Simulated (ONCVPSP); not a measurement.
**Before and after: ONCV potential for Fe (Z = 26)**

Fe (Z = 26), optimised norm-conserving Vanderbilt (ONCV), made with ONCVPSP 4.0.1 (LDA (Perdew-Wang 92), scalar-relativistic). Core [Ar], reference 3d6 4s2. Waves: 4s: rc 2.15 bohr, ncon 4, nbas 9, qcut 3.7 1/bohr, 2 projectors, debl 3.1 Ha; p scattering state at 0.1 Ha: rc 2.05 bohr, ncon 4, nbas 8, qcut 3.3 1/bohr, 1 projector; 3d: rc 1.20 bohr, ncon 5, nbas 10, qcut 13.1 1/bohr, 3 projectors, debl 1.1 Ha. Local part: polynomial inside 1.05 bohr (lpopt 5, dvloc0 1 Ha). Core correction: Teter function fitted to the true core (icmod 2), fcfact 0.6.

All-electron outer shells of the reference configuration (LDA (PZ), scalar-relativistic, ld1.x):

```
shell  level (eV)  outermost node (bohr)  outermost maximum (bohr)
   3p      -59.93                   0.30                      0.72
   3d       -7.75                      –                      0.71
   4s       -5.49                   1.01                      2.38
```

Change: core correction Teter function, fcfact 1.75, rcfact 1.45.

Cutoffs: the cutoffs (Ha) at which the residual kinetic energy of the hardest occupied pseudo-wave falls to 1 and 0.1 mHa per electron; they do not see the model core or the augmentation charge, which bear on the density cutoff. Errors are all-electron minus pseudo energies relative to the spin-unpolarised reference configuration.

Task: Predict the effect on cutoff, ghosts and configuration errors.

Result: The potential gets neither clearly harder nor softer (69 Ha and 78 Ha → 69 Ha and 78 Ha); both files keep a bound ghost (p, s); of the 4 tests that both files solve, the error grows in 2 and shrinks in 1 by more than 15 % and 0.3 meV (median size 31.1 → 30.5 meV). A model core, the more so a compact one, raises the density cutoff, which this test does not measure.

| quantity | base | changed |
| --- | --- | --- |
| cutoff, loose | 69 Ha | 69 Ha |
| cutoff, tight | 78 Ha | 78 Ha |
| bound ghosts | s, p | s, p |
| GHOST(+) flags under 300 eV | p at 8.8 eV | p at 8.8 eV |
| error for 3d6 4s1, meV [ΔE 8.97 eV] | -5.3 | -6.4 |
| error for 3d6 4s0, meV [ΔE 25.46 eV] | -23 | -32 |
| error for 3d5 4s0, meV [ΔE 59.99 eV] | -40 | -29 |
| error for 3d7 4s0, meV [ΔE 6.84 eV] | -227 | -213 |
| s: phases at 2.19 bohr within 0.05 rad from the reference energy up to (Ha; the scan ends near 5) | 3.8 | 3.8 |
| p: phases at 2.08 bohr within 0.05 rad from the reference energy up to (Ha; the scan ends near 5) | 0.2 | 0.2 |
| d: phases at 1.22 bohr within 0.05 rad from the reference energy up to (Ha; the scan ends near 5) | to the end of the scan | to the end of the scan |
| rms error of d²Exc/dni dnj with the model core, mHa | 4.52 | 9.57 |

 A true bound ghost makes a file unfit for plane-wave use even where its test errors are small: the radial tests pick states by their node count and pass the ghost by.
